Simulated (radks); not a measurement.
The numbers below are computed, except where a source is named.
Question: All-electron atom: Zr12+ in [Ar] 3d10 (the NIST ground configuration). Code: a radial shooting solver on a logarithmic mesh with Libxc functionals. Model: Dirac Kohn-Sham, relativistic LDA (MacDonald-Vosko exchange, VWN5 correlation), spin-unpolarised, spherical densities, finite nucleus; Fermi nuclear charge, rms radius 4.2694 fm. Some entries of the table are withheld. Estimate them.

| orbital | occ. | eigenvalue (hartree) | <1/r> (bohr^-1) |
|---|---|---|---|
| 1s1/2 | 2 | -660.3197 | 41.12 |
| 2s1/2 | 2 | (1) | (2) |
| 2p1/2 | 2 | -91.64069 | (3) |
| 2p3/2 | 4 | -88.50303 | (4) |
| 3s1/2 | 2 | -23.23959 | 3.181 |
| 3p1/2 | 2 | -20.43147 | 3.086 |
| 3p3/2 | 4 | -19.91949 | 2.990 |
| 3d3/2 | 4 | (5) | 2.807 |
| 3d5/2 | 6 | (6) | 2.783 |

Answer: 
(1) 2s1/2 eigenvalue (hartree): -99.10315
(2) 2s1/2 <1/r> (bohr^-1): 9.321
(3) 2p1/2 <1/r> (bohr^-1): 9.305
(4) 2p3/2 <1/r> (bohr^-1): 8.905
(5) 3d3/2 eigenvalue (hartree): -14.92831
(6) 3d5/2 eigenvalue (hartree): -14.83244
